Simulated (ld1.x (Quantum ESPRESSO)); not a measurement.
**What one change does to a pseudopotential (B, PAW)**

| Quantity | Value |
| --- | --- |
| Element | boron |
| Generator | ld1.x (Quantum ESPRESSO) 7.5 |
| Type | PAW |
| Functional | PBE |
| Relativity | non-relativistic |
| Frozen core | [He] |
| Valence charge | 3 |
| Reference configuration | 2s2 2p0 (charge +1) |
| Partial waves | 2s (bound): rcut 1.25, rcutus 1.55 bohr; 2s channel at -0.85 Ry: rcut 1.25, rcutus 1.55 bohr; 2p (bound, empty): rcut 1.50, rcutus 1.95 bohr; 2p channel at -0.4 Ry: rcut 1.50, rcutus 1.95 bohr; 3d channel at 0.05 Ry: rcut 1.35, rcutus 1.70 bohr; 3d channel at 2.75 Ry: rcut 1.35, rcutus 1.70 bohr |
| Local potential | all-electron potential smoothed inside 1.70 bohr (lloc = -2) |
| Core correction | Bessel-smoothed model core inside 1.00 bohr |
| Augmentation charge | BESSEL, radius 1.40 bohr |

All-electron outer shells of the reference configuration (PBE, non-relativistic, ld1.x):

```json
{"shell": "2s", "level (eV)": "-19.51", "outermost node (bohr)": "0.46", "outermost maximum (bohr)": "1.44"}
{"shell": "2p", "level (eV)": "-13.37", "outermost node (bohr)": "–", "outermost maximum (bohr)": "1.41"}
```

Change: all radii but the core radius scaled by about 0.77 (s 1.20, p 1.50, d 1.30 bohr, rcut 0.96/1.16/1.04); local potential all-electron potential smoothed inside 1.30 bohr (lloc = -2); augmentation BESSEL, radius 1.08 bohr.

Cutoffs: the cutoffs (Ry, on a coarse ladder) from which the occupation-weighted sum of valence levels, in a spherical-Bessel basis at the reference potential, stays within 10 and 1 mRy of its value at 400 Ry; they do not see the model core or the augmentation charge, which bear on the density cutoff. Errors are all-electron minus pseudo energies relative to the spin-unpolarised reference configuration.

How do hardness, ghosts and transferability respond?

The potential gets harder (6 Ry and 10 Ry → 18 Ry and 30 Ry); of the 7 tests that both files solve, the error grows in 1 and shrinks in 0 by more than 15 % and 0.3 meV (median size 0.2 → 0.5 meV); neither file shows a bound ghost. A smaller radius makes the pseudo-wave follow the all-electron one further in, where it bends more sharply, so more plane waves are needed.

| quantity | base | changed |
| --- | --- | --- |
| cutoff, loose | 6 Ry | 18 Ry |
| cutoff, tight | 10 Ry | 30 Ry |
| bound ghosts | none | none |
| error for 2s2 2p1, meV [ΔE -8.22 eV] | 0.0 | -0.2 |
| error for 2s1 2p0, meV [ΔE 25.42 eV] | -2.6 | -3.4 |
| error for 2s2 2p0.5, meV [ΔE -5.33 eV] | 0.0 | -0.1 |
| error for 2s1 2p1, meV [ΔE 6.13 eV] | -0.5 | -0.5 |
| error for 2s2 2p1.3, meV [ΔE -8.96 eV] | 0.0 | -0.2 |
| error for 2s0 2p3, meV [ΔE 3.49 eV] | -1.5 | -1.6 |
| error for 2s1 2p2, meV [ΔE -2.38 eV] | -0.2 | -0.5 |
| lowest overlap eigenvalue by channel | s 0.57, p 0.96, d 0.97 | s 0.59, p 0.97, d 0.98 |

Base: The cutoffs count occupied waves only; the empty 2p level needs 15 Ry at the loose tolerance.
